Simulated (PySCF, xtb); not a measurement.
Si(Br)(Me) (CH3BrSi), SMILES C[Si]Br (connectivity only; charge and spin as stated), neutral, multiplicity 1.

Harmonic wavenumbers (cm⁻¹) from GFN2-xTB (xtb 6.7.1) at its own minimum, in rising order: 112, 184, 322, 702, 714, 820, 1363, 1466, 1479, 2986, 2989, 3018.

Task: What does PBE-D3(BJ)/def2-TZVP run with PySCF give at its own minimum? (Estimate from the structure and the level; the computed values follow.)

Result: 73, 198, 378, 538, 637, 736, 1193, 1373, 1382, 2948, 3026, 3045. Paired by order, the mean absolute difference is 74 cm⁻¹ and the zero-point energies are 23.1 and 22.2 kcal/mol.
